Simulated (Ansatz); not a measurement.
`CS[SiH](F)[SiH3]` → `F[SiH3]` + `CS[SiH]`  (silylene formation by 1,1-elimination)

Program: Ansatz. Geometries: PBE0-D4/def2-TZVP. ΔE: electronic, gas phase. CBS: MP2 limit from def2 TZ/QZ plus the TZ coupled-cluster correction, frozen cores. This one scheme is used for every species. Functionals use def2-TZVPP. Each species was taken in one conformer, which may not be the lowest.

`CS[SiH](F)[SiH3]`:

```xyz
12

C    -0.761   -1.531   -1.911
S    -1.056    0.015   -1.001
Si    0.342   -0.162    0.569
F    -0.104   -1.266    1.650
Si    0.496    1.938    1.592
H     0.294   -1.640   -2.159
H    -1.102   -2.390   -1.335
H    -1.338   -1.468   -2.833
H     1.627   -0.664    0.012
H     1.246    1.827    2.871
H    -0.863    2.474    1.864
H     1.219    2.866    0.682
```

`F[SiH3]`:

```xyz
5

F     0.535   -1.066   -1.005
Si   -0.014    0.028    0.026
H    -1.392    0.396   -0.375
H     0.878    1.209   -0.030
H    -0.007   -0.567    1.383
```

`CS[SiH]`:

Z-matrix (Å, degrees):
```
C
S 1 1.812
H 1 1.090 2 110.6
H 1 1.090 2 108.9 3 -120.6
H 1 1.090 2 108.9 3 120.6
Si 2 2.094 1 103.9 3 -0.0
H 6 1.525 2 89.2 1 -180.0
```

| species | PBE0-D4 energy (Eh) |
| --- | --- |
| `CS[SiH](F)[SiH3]` | -1118.99456 |
| `F[SiH3]` | -391.02021 |
| `CS[SiH]` | -727.90595 |

(1) Work out ΔE.

Largest T1 diagnostic among the species: 0.016.

Results:

(1) ΔE = (-391.02021) + (-727.90595) − (-1118.99456) = 0.06840 Eh = +1.86 eV. CCSD(T)/CBS gives +1.69 eV.

In def2-TZVPP, CCSD(T) changes the Hartree–Fock value by +0.12 eV (the triples alone add +0.01 eV) and MP2 by +0.21 eV. The D4 term adds +0.17 eV with B3LYP and +0.09 eV with PBE0; it sums over pairs of atoms, weighted by their polarisabilities, and B3LYP, whose exchange is more repulsive, gets the larger term. From PBE to PBE0 (25 % exact exchange), in def2-TZVPP and without D4, ΔE moves by +0.11 eV.

B3LYP here is the variant with VWN-RPA as its local correlation; programs differ in this.
